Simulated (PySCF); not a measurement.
Method: PBE-D3(BJ)/def2-TZVP // PBE0-D3(BJ)/def2-TZVP run with PySCF 2.14.0. Isolated molecules, 0 K electronic values unless said otherwise. One relaxed conformer stands for a flexible species; it need not be the lowest. Excitations are Tamm–Dancoff values on a coarser integration grid. The basis has no diffuse functions, so Rydberg states are missing or too high.

Reference species (SMILES): `OB(Br)O` (H–O–B–Br torsion -180°, Br–B–O–H torsion 180°) (neutral, multiplicity 1).

The S1 oscillator strength comes out as 0.008 and the S1–T1 gap (TDA) is 0.10 eV. The HOMO–LUMO gap comes out as 5.79 eV and the S1 excitation (TDA) is 5.83 eV.

Changed species: `OB(O)O` (3 of 3 Br replaced by OH; the reference has 2 of 3 Br replaced by OH).

Problem. Give the shifts of the S1 oscillator strength, S1–T1 gap (TDA), HOMO–LUMO gap and S1 excitation (TDA).

Solution. the S1 oscillator strength is nearly the same; the S1–T1 gap (TDA) rises by 0.10 eV, to 0.20 eV; the HOMO–LUMO gap increases by 1.51 eV, to 7.30 eV; the S1 excitation (TDA) rises by 1.55 eV, to 7.38 eV.
